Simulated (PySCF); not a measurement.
Work out the structure from these simulated measurements.

Formula: C9H7ClO.

| Item | Value |
| --- | --- |
| NMR, other nuclei | isotropic shieldings of nuclei other than C and H, by class: -286 (1 O), 737 (1 Cl) ppm [GIAO PBE0/pcSseg-1] |
| Dipole | 2.00 D [PBE0/pcSseg-1] |
| 13C NMR | chemical shifts (computed TMS as zero) by class: 208.8 (1 C), 159.9 (1 C), 144.3 (1 C), 144.2 (1 C), 140.3 (1 C), 133.6 (1 C), 129.2 (1 C), 38.6 (1 C), 27.6 (1 C) ppm [GIAO PBE0/pcSseg-1] |
| 1H NMR | chemical shifts (computed TMS as zero) by class: 8.11 (1 H), 7.81 (1 H), 7.66 (1 H), 3.12 (2 H), 2.75 (2 H) ppm [GIAO PBE0/pcSseg-1] |
| Rotational structure | rotational constants A, B, C: 1.717, 0.780, 0.540 GHz [GFN2-xTB] |

The electronic properties come from PySCF, for the isolated species, density fitting. Levels stand in brackets. Geometry: GFN2-xTB; no solvent, vibrations or thermal averaging. NMR values are class means; diastereotopic atoms form classes of their own.

Question: What is the compound? Reason from the data.

Answer: Numbering: `[O:1]=[C:2]1[CH2:3][CH2:4][c:5]2[c:6]([Cl:7])[cH:8][cH:9][cH:10][c:11]21`. Its formula, C9H7ClO, gives 6 degrees of unsaturation: 2 rings and 4 π bonds in the structure found (Kekulé form). 9 carbons fall into 9 classes; from least to most shielded: ketone carbonyl carbon [C2] (208.8 ppm), substituted aromatic carbon [C5] (159.9 ppm), aromatic C–Cl carbon [C6] (144.3 ppm), substituted aromatic carbon [C11] (144.2 ppm), aromatic CH carbon [C8] (140.3 ppm), aromatic CH carbon [C9] (133.6 ppm), aromatic CH carbon [C10] (129.2 ppm), sp3 carbon next to a carbonyl [C3] (38.6 ppm), benzylic-type carbon [C4] (27.6 ppm). Hydrogen classes from least to most shielded: 1 H on an aromatic CH carbon, C10 (8.11 ppm), 1 H on an aromatic CH carbon, C8 (7.81 ppm), 1 H on an aromatic CH carbon, C9 (7.66 ppm), 2 H on a benzylic-type carbon, C4 (3.12 ppm), 2 H on an sp3 carbon next to a carbonyl, C3 (2.75 ppm). The other shieldings belong to: -286 ppm, ketone oxygen [O1]; 737 ppm, aryl chlorine [Cl7]. The optimised geometry has point group Cs and is an asymmetric top. Structure: `O=C1CCC2=C(Cl)C=CC=C12`. Computed isomers that give other values at the same levels: `C=C(C(=O)Cl)c1ccccc1` (13C chemical shifts (computed TMS as zero) by class: 177.5 (1 C), 154.6 (1 C), 146.0 (1 C), 141.4 (1 C), 135.8 (2 C), 134.2 (1 C), 133.9 (2 C) ppm). The assignments are read from this structure; whether some other isomer fits the data as well wasn't checked.
